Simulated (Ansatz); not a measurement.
Reactions of C₂H₉AlOSi (`C[CH2][AlH][O][SiH3]`).

Isolated molecules relaxed with PBE0-D4/def2-TZVP in Ansatz; ΔE leaves out vibrations. CBS: MP2 limit from def2 TZ/QZ plus the TZ coupled-cluster correction, frozen cores. This one scheme is used for every species. DFT in def2-TZVPP. Elements past krypton have def2 core potentials. For Br, Te, Zn outer-core shells are correlated without core-valence functions, which leaves a few kJ/mol of doubt a bond. Scalar relativity is left out up to krypton. Each species was taken in one conformer, which may not be the lowest.

```tsv
reaction	PBE0-D4 (kcal/mol)	CCSD/CBS(def2) (kcal/mol)	ωB97X-V (kcal/mol)	ωB97M-V (kcal/mol)	CCSD(T)/CBS(def2) (kcal/mol)
`C[CH2][AlH][O][SiH3]` + `[CH3][Zn][F]` → `[CH3][AlH][O][SiH3]` + `C[CH2][Zn][F]`	0.5	0.4	0.5	0.5	0.4
`C[CH2][AlH][O][SiH3]` + SiH₄ → `[SiH3][O][AlH][SiH3]` + `CC`	-5.7	-3.7	-3.8	-2.0	-3.6
`C[CH2][AlH][O][SiH3]` + `BrC1=C[SiH2]1` → `[SiH3][O][AlH][Br]` + `CCC1=C[SiH2]1`	-47.7	-50.0	-48.6	-48.3	-49.1
`C[CH2][AlH][O][SiH3]` + `C=[C](Cl)[AlH][SiH3]` → `C[CH2][AlH][AlH][SiH3]` + `C=C(Cl)O[SiH3]`	51.1	59.0	55.2	58.2	58.3
`C[CH2][AlH][O][SiH3]` + H₂ → `[AlH2][O][SiH3]` + `CC`	-7.0	-8.2	-7.9	-7.0	-6.9
`C[CH2][AlH][O][SiH3]` + HBr → `C[CH2][AlH][Br]` + `O[SiH3]`	-3.1	-1.8	-1.6	-1.8	-1.9
`C[CH2][AlH][O][SiH3]` + H₂Te → `C[CH2][AlH][TeH]` + `O[SiH3]`	6.5	8.9	10.0	9.8	8.1
`C[CH2][AlH][O][SiH3]` + `OCS[SiH3]` → `[SiH3]OCS[SiH3]` + `C[CH2][AlH][OH]`	7.0	6.9	6.5	6.4	6.6
`C[CH2][AlH][O][SiH3]` + `O[SiH](O)[SiH3]` → `O[SiH]([SiH3])O[SiH3]` + `C[CH2][AlH][OH]`	2.3	2.3	2.4	2.3	2.1
`C[CH2][AlH][O][SiH3]` + H–F → `F[CH2][AlH][O][SiH3]` + CH₄	13.1	14.1	10.9	11.7	14.5
```

Largest T1 diagnostic: 0.016, for `[CH3][Zn][F]`.
